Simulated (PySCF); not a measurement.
EPR parameters of C7H10N

Species: C7H10N (doublet state).
Numbering: `[CH2:1]=[CH:2][CH2:3][N:4]1[CH:5][CH2:6][CH:7]=[CH:8]1` (hydrogens: H9, H10 on C1; H11 on C2; H12, H13 on C3; H14 on C5; H15, H16 on C6; H17 on C7; H18 on C8)

Geometry (GFN2-xTB, Å), atoms numbered from 1 in this order:
```
atom  x, y, z in Å
C1     2.925    0.716   -0.129
C2     1.939   -0.124    0.132
C3     1.077   -0.768   -0.917
N4    -0.297   -0.379   -0.742
C5    -1.214   -1.057    0.016
C6    -2.457   -0.246    0.122
C7    -2.046    1.007   -0.595
C8    -0.786    0.863   -1.050
H9     3.210    0.959   -1.140
H10    3.495    1.185    0.653
H11    1.658   -0.354    1.151
H12    1.133   -1.859   -0.837
H13    1.411   -0.469   -1.915
H14   -1.104   -2.103    0.215
H15   -3.331   -0.728   -0.351
H16   -2.758   -0.053    1.165
H17   -2.684    1.858   -0.724
H18   -0.178    1.559   -1.597
```

The hyperfine couplings belong to this conformer and change with its torsions.

Theory: UKS B3LYP, pcH-1 on C H N, non-relativistic, mean-field spin-orbit, GIAO in PySCF. The structure is a single GFN2-xTB conformer in the gas phase; no vibrational or solvent corrections. A GFN2-xTB geometry isn't a minimum of the functional, and hyperfine couplings can be far from their values at a DFT geometry. No stability test was run, so a lower SCF solution isn't excluded.

* g1, g2, g3: 2.00213, 2.00274, 2.00337
* g_iso: 2.00275
* Form of g: rhombic: the two nearest values differ by 49 % of g3 − g1
* ⟨S²⟩: 0.7589 (exact 0.7500)
* Total energy: -327.43828 Eh

Isotropic coupling and dipolar principal values T1 to T3, in G; ρ(0) is the spin density at the nucleus (MHz turned into gauss with g_iso; 10 G = 1 mT):

```csv
atom,isotope,a_iso,T1,T2,T3,Mulliken spin population,ρ(0) (bohr⁻³)
C1,13C,0.2,-0.7,-0.5,1.2,0.02,0.0005
C2,13C,2.1,-1.0,-0.2,1.2,0.00,0.0051
C3,13C,-1.2,-0.4,-0.3,0.7,-0.01,-0.0031
N4,14N,1.3,-3.2,-3.0,6.2,0.10,0.0114
C5,13C,27.7,-22.2,-21.8,44.0,0.76,0.0692
C6,13C,-13.7,-0.5,-0.1,0.5,-0.10,-0.0341
C7,13C,6.4,-5.6,-4.6,10.3,0.20,0.0160
C8,13C,-5.3,-3.6,1.5,2.1,-0.08,-0.0133
H9,1H,-0.1,-0.3,-0.1,0.4,0.00,-0.0001
H10,1H,0.0,-0.4,-0.2,0.6,0.00,0.0000
H11,1H,-0.1,-0.9,-0.5,1.5,0.00,0.0000
H12,1H,2.2,-1.0,-1.0,2.0,0.00,0.0014
H13,1H,1.5,-0.9,-0.8,1.7,0.00,0.0010
H14,1H,-14.3,-10.7,0.2,10.5,-0.03,-0.0090
H15,1H,58.1,-1.3,-0.7,2.0,0.07,0.0365
H16,1H,59.2,-1.4,-1.0,2.4,0.06,0.0371
H17,1H,-4.6,-2.9,-0.4,3.3,-0.01,-0.0029
H18,1H,0.9,-1.0,-0.4,1.4,0.00,0.0006
```

Largest spin populations (Mulliken): C5 (+0.76), C7 (+0.20), C6 (-0.10) and N4 (+0.10). The angles at C5 add up to 357.7°, so it is nearly planar; its axial dipolar tensor and the negative coupling of its proton fit spin in a p orbital normal to that plane.

Axes: g2 points within 14° of the N4–C5 bond and g3 points within 9° of the C7–H17 bond.

Under fast tumbling the dipolar parts average out, and these isotropic splittings remain: 2 × 1H (H15/H16, I = 1/2, 3 lines) with 5.86 mT, 1 × 1H (H14, I = 1/2, 2 lines) with 1.43 mT, 1 × 1H (H17, I = 1/2, 2 lines) with 0.46 mT, 2 × 1H (H12/H13, I = 1/2, 3 lines) with 0.19 mT, 1 × 14N (N4, I = 1, 3 lines) with 0.13 mT and 1 × 1H (H18, I = 1/2, 2 lines) with 0.09 mT.

Means are taken over nuclei equivalent by connectivity, which assumes that they swap fast.

The 13C coupling of C5 (77.7 MHz) shows only in satellite lines or after enrichment, since that isotope makes up about 1.07 % of natural carbon.

Examples of negative spin density at the nucleus (bohr⁻³): C6 (-0.0341), C8 (-0.0133) and H14 (-0.0090).
